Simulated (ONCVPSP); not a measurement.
# u(r) = r·R(r): atom against pseudo-atom (Ba)

Columns: radius, all-electron u(r) and pseudo u(r) of the 5s shell (level -33.97 eV) of barium in the configuration [Kr] 4d10 5s2 5p6 6s1.75 6p0.25; PBE, scalar-relativistic, ONCV scheme, ONCVPSP 4.0.1.

```json
{"r (bohr)": "0.160", "all-electron": "0.1971", "pseudo": "0.0918"}
{"r (bohr)": "0.320", "all-electron": "0.0473", "pseudo": "0.1901"}
{"r (bohr)": "0.480", "all-electron": "-0.4592", "pseudo": "0.2985"}
{"r (bohr)": "0.640", "all-electron": "-0.3856", "pseudo": "0.4159"}
{"r (bohr)": "0.800", "all-electron": "0.0063", "pseudo": "0.5365"}
{"r (bohr)": "0.960", "all-electron": "0.4121", "pseudo": "0.6503"}
{"r (bohr)": "1.120", "all-electron": "0.7050", "pseudo": "0.7462"}
{"r (bohr)": "1.280", "all-electron": "0.8678", "pseudo": "0.8134"}
{"r (bohr)": "1.440", "all-electron": "0.9244", "pseudo": "0.8450"}
{"r (bohr)": "1.600", "all-electron": "0.9066", "pseudo": "0.8390"}
{"r (bohr)": "1.760", "all-electron": "0.8428", "pseudo": "0.7993"}
{"r (bohr)": "1.920", "all-electron": "0.7548", "pseudo": "0.7334"}
{"r (bohr)": "2.080", "all-electron": "0.6579", "pseudo": "0.6508"}
{"r (bohr)": "2.240", "all-electron": "0.5620", "pseudo": "0.5609"}
{"r (bohr)": "2.400", "all-electron": "0.4726", "pseudo": "0.4725"}
{"r (bohr)": "2.560", "all-electron": "0.3927", "pseudo": "0.3927"}
{"r (bohr)": "2.720", "all-electron": "0.3232", "pseudo": "0.3232"}
{"r (bohr)": "2.880", "all-electron": "0.2640", "pseudo": "0.2640"}
{"r (bohr)": "3.040", "all-electron": "0.2144", "pseudo": "0.2143"}
{"r (bohr)": "3.200", "all-electron": "0.1732", "pseudo": "0.1732"}
{"r (bohr)": "3.360", "all-electron": "0.1394", "pseudo": "0.1393"}
{"r (bohr)": "3.520", "all-electron": "0.1118", "pseudo": "0.1118"}
{"r (bohr)": "3.680", "all-electron": "0.0894", "pseudo": "0.0894"}
{"r (bohr)": "3.840", "all-electron": "0.0714", "pseudo": "0.0714"}
{"r (bohr)": "4.000", "all-electron": "0.0569", "pseudo": "0.0569"}
{"r (bohr)": "4.160", "all-electron": "0.0453", "pseudo": "0.0453"}
```

How many radial nodes do the two functions have?

The all-electron 5s function has n − l − 1 = 4 (the table is too coarse to show those close to the nucleus); the pseudo-wave has 0, since the states of the same l below it are removed with the core.

At about which radius was the pseudo-wave matched?

2.40 bohr, where the columns begin to agree (steps of 0.16 bohr).

Is the pseudo-wave norm-conserving?

Yes: the ONCV scheme keeps the norm inside the radius equal to the all-electron one, which fixes the energy derivative of the logarithmic derivative at the level.
